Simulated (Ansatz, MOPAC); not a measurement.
Species: AlOH, net charge 0, singlet state. SMILES: [OH][Al]

Atoms: Al1, O2, H3. Bonds: Al1-O2, O2-H3.

Bond lengths (Å) and angles (degrees) optimised at MNDO with MOPAC; HF/3-21G with Ansatz (an electronic-structure program); PBE/6-31G* with Ansatz; B3LYP/LANL2DZ with Ansatz; B3LYP/6-31G* with Ansatz; MP2/6-31G* with Ansatz, each started from the B3LYP-D3(BJ)/def2-TZVP structure (Ansatz) of the last column. A row stands for all coordinates that are equal there. 6-31G* holds six Cartesian d functions. At B3LYP/6-31G* the structure is a saddle point. No wavenumbers were computed at MNDO, PBE/6-31G*, B3LYP/LANL2DZ, MP2/6-31G*, so these may be saddle points.

```
coordinate   MNDO  HF/3-21G  PBE/6-31G*  B3LYP/LANL2DZ  B3LYP/6-31G*  MP2/6-31G*  B3LYP-D3(BJ)/def2-TZVP
----------  -----  --------  ----------  -------------  ------------  ----------  ----------------------
Al1-O2      1.570     1.659       1.702          1.715         1.690       1.689                   1.681
O2-H3       0.921     0.949       0.966          0.962         0.958       0.959                   0.953
Al1-O2-H3   180.0     180.0       180.0          180.0         180.0       180.0                   180.0
```

Mean signed difference of all 2 bond lengths from B3LYP-D3(BJ)/def2-TZVP: MNDO -0.072 Å, HF/3-21G -0.013 Å, PBE/6-31G* 0.016 Å, B3LYP/LANL2DZ 0.021 Å, B3LYP/6-31G* 0.007 Å, MP2/6-31G* 0.007 Å.
